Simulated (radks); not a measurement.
All-electron atom: Ta I in [Xe] 4f14 5d3 6s1 6f1 (not the ground configuration).

Calculated with a radial shooting solver on a logarithmic mesh with Libxc functionals: Dirac Kohn-Sham, LDA (Slater exchange, Perdew-Wang correlation), spin-unpolarised, spherical densities, finite nucleus; open shells are shared between the two j in proportion to 2j + 1; Fermi nuclear charge, rms radius 5.3507 fm.

Energy parts (eV):
| part | energy |
|---|---|
| total | -424880.38 |
| kinetic | 476623.39 |
| electron-nucleus | -1059299.44 |
| Hartree | 166171.69 |
| exchange-correlation | -8376.02 |

Orbitals (lengths in bohr, moments of r in powers of bohr; r(90%) holds 90 % of the orbital's charge):
1s1/2: occ. 2; eigenvalue (eV) -67203.12; r(90%) 0.0340; <r^4> 6.224e-07; small-component weight 7.55e-02
2s1/2: occ. 2; eigenvalue (eV) -11545.59; r(90%) 0.122; <r^4> 0.00009361; small-component weight 1.71e-02
2p1/2: occ. 2; eigenvalue (eV) -11040.53; r(90%) 0.108; <r^4> 0.00005646; small-component weight 1.71e-02
2p3/2: occ. 4; eigenvalue (eV) -9771.797; r(90%) 0.118; <r^4> 0.00008130; small-component weight 1.55e-02
3s1/2: occ. 2; eigenvalue (eV) -2648.925; r(90%) 0.301; <r^4> 0.003477; small-component weight 5.59e-03
3p1/2: occ. 2; eigenvalue (eV) -2423.350; r(90%) 0.292; <r^4> 0.003073; small-component weight 5.55e-03
3p3/2: occ. 4; eigenvalue (eV) -2150.298; r(90%) 0.313; <r^4> 0.004026; small-component weight 5.08e-03
3d3/2: occ. 4; eigenvalue (eV) -1767.056; r(90%) 0.285; <r^4> 0.002746; small-component weight 4.97e-03
3d5/2: occ. 6; eigenvalue (eV) -1707.523; r(90%) 0.291; <r^4> 0.002983; small-component weight 4.84e-03
4s1/2: occ. 2; eigenvalue (eV) -544.1862; r(90%) 0.660; <r^4> 0.08255; small-component weight 1.84e-03
4p1/2: occ. 2; eigenvalue (eV) -451.1178; r(90%) 0.677; <r^4> 0.09055; small-component weight 1.75e-03
4p3/2: occ. 4; eigenvalue (eV) -388.0113; r(90%) 0.725; <r^4> 0.1192; small-component weight 1.57e-03
4d3/2: occ. 4; eigenvalue (eV) -234.5479; r(90%) 0.776; <r^4> 0.1559; small-component weight 1.38e-03
4d5/2: occ. 6; eigenvalue (eV) -222.9527; r(90%) 0.793; <r^4> 0.1702; small-component weight 1.33e-03
5s1/2: occ. 2; eigenvalue (eV) -79.0742; r(90%) 1.59; <r^4> 2.758; small-component weight 4.00e-04
5p1/2: occ. 2; eigenvalue (eV) -52.0054; r(90%) 1.79; <r^4> 4.422; small-component weight 3.25e-04
5p3/2: occ. 4; eigenvalue (eV) -43.1689; r(90%) 1.95; <r^4> 6.268; small-component weight 2.77e-04
4f5/2: occ. 6; eigenvalue (eV) -32.0530; r(90%) 1.06; <r^4> 0.6581; small-component weight 9.13e-04
4f7/2: occ. 8; eigenvalue (eV) -30.0670; r(90%) 1.08; <r^4> 0.7171; small-component weight 8.92e-04
6s1/2: occ. 1; eigenvalue (eV) -10.6957; r(90%) 4.45; <r^4> 168.9; small-component weight 5.34e-05
5d3/2: occ. 1.2; eigenvalue (eV) -9.9416; r(90%) 3.27; <r^4> 49.87; small-component weight 1.16e-04
5d5/2: occ. 1.8; eigenvalue (eV) -9.2975; r(90%) 3.39; <r^4> 58.04; small-component weight 1.08e-04
6f5/2: occ. 0.428571; eigenvalue (eV) -0.3699; r(90%) 40.1; <r^4> 1193000; small-component weight 7.05e-07
6f7/2: occ. 0.571429; eigenvalue (eV) -0.3699; r(90%) 40.1; <r^4> 1193000; small-component weight 7.06e-07

The highest occupied level is 6f7/2 at -0.370 eV. The electron density at the nucleus is 1.307e+06 e/bohr^3. Summed over all electrons, <r^2> = 998.0 bohr^2, which gives a Langevin (diamagnetic) susceptibility term of -790 x 10^-6 cm^3/mol. The density falls to 0.001 e/bohr^3 at r = 4.39 bohr.
